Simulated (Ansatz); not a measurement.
## The atomisation energy (no zero-point term) down a group: Al to In

Gas-phase molecules, one atom swapped for its congeners: C2H10AlN3 `C[N](C)[Al]([NH2])[NH2]`; C2H10GaN3 `C[N](C)[Ga]([NH2])[NH2]`; C2H10InN3 `C[N](C)[In]([NH2])[NH2]`. All are singlets with charge 0.

Shapes, held fixed at every level: PBE0-D4/def2-TZVP. Programs: Ansatz 0.2.0. Values in eV.

```tsv
level	C2H10AlN3	C2H10GaN3	C2H10InN3
SPW92/def2-TZVPP	69.20	67.28	65.18
PBE-D4/def2-TZVPP	61.81	59.71	57.77
B3LYP-D4/def2-TZVPP	61.03	58.69	56.67
PBE0-D4/def2-TZVPP	60.69	58.57	56.53
wB97M-V/def2-TZVPP	61.01	58.68	56.79
B2PLYP/def2-TZVPP	60.20	57.98	55.93
MP2/def2-TZVPP	59.67	57.74	55.52
```

At MP2/def2-TZVPP the atomisation energy falls at every step, from 59.67 to 55.52 eV. Every level shows the same order. For atoms past krypton def2 sets carry core potentials with scalar relativity. Relativity is left out for Ga. Outer-core shells of Ga, In are correlated, in sets that cover them unevenly. Spin-orbit coupling, which grows down the group, is left out (summed over each molecule's free atoms 0.02, 0.08, 0.19 eV).
